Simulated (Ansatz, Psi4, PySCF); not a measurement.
hafnium atom (Hf), triplet (core potentials on Hf). Base run: BLYP/def2-SVPD run with PySCF.

Here is a job for PySCF.
```python
from pyscf import gto, scf, dft

mol = gto.M(
    atom='''
Hf    0.00000000    0.00000000    0.00000000
''',
    basis='def2-svpd',
    ecp={'Hf': 'def2-svpd'},
    spin=2,
    verbose=3,
)

mf = dft.UKS(mol)
mf.xc = 'blyp'
mf.kernel()
```

The same geometry, method and basis name were run in Ansatz (an electronic-structure program) and Psi4 and PySCF, at each program's defaults and at the settings that a row names. The base is PySCF at its defaults. Differences at the defaults can come from grids, fitting, cores and function types together.

| code and settings | ΔE vs base (mEh) | basis functions | E (Eh) | SCF cycles |
|---|---|---|---|---|
| PySCF, defaults (exact integrals, its default grid, spherical functions) | 0.000 | 35 | -47.84008 | 11 |
| Psi4, defaults (density fitting with its default set, its default grid, spherical functions) | -0.008 | 35 | -47.84008 | 15 |
| Ansatz, defaults (factorised integrals, its default grid, spherical functions) | 0.000 | 35 | -47.84008 | - |
| PySCF, density fitting with def2-universal-jkfit | -0.009 | 35 | -47.84008 | 15 |
| PySCF, fine grid | 0.000 | 35 | -47.84008 | 11 |
| Psi4, exact integrals, spherical functions, fine grid | -0.001 | 35 | -47.84008 | 17 |
| Ansatz, high accuracy | 0.000 | 35 | -47.84008 | - |

Open shells are given as the SCF converged; they aren't shown to be the lowest states, and a large step between rows can be another state.
